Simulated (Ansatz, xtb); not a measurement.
# BH2NaO2: which of two structures lies lower

Structure X is a singlet given by its coordinates and structure Y is a singlet given by its coordinates. Both are isolated molecules in the gas phase, relaxed with B3LYP/6-31G*.

X (Å):

| atom | x (Å) | y (Å) | z (Å) |
| --- | --- | --- | --- |
| B | -0.4786 | -0.8740 | 0.2578 |
| Na | 1.7858 | 0.1606 | 0.6425 |
| O | -0.3115 | 0.3978 | 0.4494 |
| O | 0.7169 | -1.7253 | 0.2703 |
| H | -1.5097 | -1.4863 | 0.0633 |
| H | 0.5033 | -2.6556 | 0.1203 |

Close contacts (Å): B1–Na2 2.52, B1–O3 1.30, B1–O4 1.47, Na2–O3 2.12, Na2–O4 2.20, B1–H5 1.21, O4–H6 0.97.

Y (Å):

```xyz
6

B     0.0080   -1.0493    0.4699
Na   -0.1603   -2.4364   -1.6704
O     0.1010   -0.2940    1.6336
O    -0.8174   -2.0326    0.2331
H     0.7963    0.3724    1.5477
H     0.8456   -0.6969   -0.4282
```

Close contacts (Å): B1–Na2 2.56, B1–O3 1.39, B1–O4 1.31, Na2–O4 2.05, B1–H6 1.28, Na2–H6 2.36, O3–H5 0.97.

Energies in hartree; the thermal terms are from B3LYP/6-31G* harmonic frequencies (ideal gas, rigid rotor, one conformer each, 1000 K, 1 atm) and include the zero-point energy:

```
                                X           Y
E, CCSD(T)/def2-TZVPP  −338.441030  −338.425850
    zero-point energy     0.031100     0.030473
        H(1000 K) − E     0.062802     0.062271
        G(1000 K) − E    −0.091296    −0.094281
```

Task: Work out ΔE, ΔE₀, ΔH and ΔG for X → Y in kJ/mol (1 Eh = 2625.50 kJ/mol) and the equilibrium ratio [Y]/[X].

Result: 1. ΔE = −338.425850 − (−338.441030) = +0.015180 Eh = +39.86 kJ/mol.
2. ΔE₀ = ΔE + ΔZPE = +0.015180 + (−0.000627) Eh = +38.21 kJ/mol.
3. ΔH = ΔE + (−0.000531) Eh = +38.46 kJ/mol.
4. ΔG = ΔE + (−0.002985) Eh = +32.02 kJ/mol, so ΔS = (ΔH − ΔG)/T = +6.4 J/(mol K).
5. kT = 3.1668 mEh, so K = [Y]/[X] = exp(−ΔG/kT) = exp(−3.85) ≈ 0.021.

Structure X is favoured at this temperature. An error of 4 kJ/mol in ΔG would change K by a factor of 1.6. Mirror images and further conformers aren't counted.

Other levels gave ΔE = +43.8 (B3LYP/6-31G*); +39.9 (HF/def2-TZVPP); +40.3 (MP2/def2-TZVPP) kJ/mol. The correlated steps freeze 4 core orbitals; the last core shell of Na is correlated, in a basis made for valence electrons. Programs: Ansatz 0.2.0.
